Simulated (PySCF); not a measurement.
Computed XPS line lists of a few unrelated compounds.

Computed with delta-SCF UKS SCAN, pcX-2 on the ionised atom, pcseg-1 elsewhere, spin-free X2C in PySCF. Geometries: PBE0-D3(BJ)/def2-SVP; isolated species, one conformer each.

Line lists (1s up to Mg, 2p3/2 beyond, nothing for Se; areas count atoms within a level, one atom standing for each set equivalent by bonding):
1. C 1s: 290.21 (area 1), 290.57 (area 1), 291.09 (area 1), 291.17 (area 1), 293.27 (area 1) eV; F 1s: 693.00 eV
2. B 1s: 195.53 eV; C 1s: 289.93 eV
3. C 1s: 285.26 (area 1), 285.59 (area 1), 286.12 (area 1), 287.96 (area 1) eV

Structures:
A. `CC#CC[Se-]`
B. `C=C(F)C1=CC1`
C. `CB(C)C`

Which list belongs to which compound?

- 1 = B: no other candidate has this set of levels. C 1s: 290.21 terminal =CH2 carbon, 290.57 alkene CH carbon, 291.09 fully substituted alkene carbon, 291.17 allylic carbon, 293.27 vinylic C–F carbon; F 1s: 693.00 vinyl fluorine.
- 2 = C: no other candidate has this set of levels. B 1s: 195.53 three-coordinate boron; C 1s: 289.93 sp3 carbon bound to boron (×3).
- 3 = A: no other candidate has this set of levels. C 1s: 285.26 alkyne carbon, 285.59 alkyne carbon, 286.12 sp3 carbon bound to selenium, 287.96 propargylic carbon.

3 of these hole states are spin-contaminated (⟨S²⟩ up to 0.98, against 0.75; counted from 0.85) and less certain.
